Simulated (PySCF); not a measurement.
NbI₂, SMILES [I][Nb][I] (connectivity only; charge and spin as stated), neutral, multiplicity 4. Atoms are numbered in the order given.

```xyz
3

Nb     0.0000     0.0000     0.0000
I      0.0000     0.0000    -2.6543
I      0.0000     0.0000     2.6543
```
Charge 0, spin multiplicity 4.

Coordinates come from a PBE0-D3(BJ)/def2-SVP optimisation. The spin state was assumed, not searched. The def2 effective core potentials stand for the cores of I, Nb; spin–orbit coupling is left out.

The numbers are results of PBE/def2-TZVPD (PySCF), not measurements.

Isolated molecule, no solvent.

| Item | Value |
|---|---|
| total energy | -652.44085 hartree |
| point group | D∞h |
| α spin, highest occupied and lowest empty level | -4.96 and -4.24 eV |
| β spin, highest occupied and lowest empty level | -7.08 and -3.28 eV |
| dipole moment | 0.00 D |
| mean static polarisability | 134.2 bohr³ (19.89 Å³) |
| polarisability, principal values | 97.0, 97.0, 208.7 bohr³ |
| ⟨S²⟩ | 3.791 (pure state 3.75) |
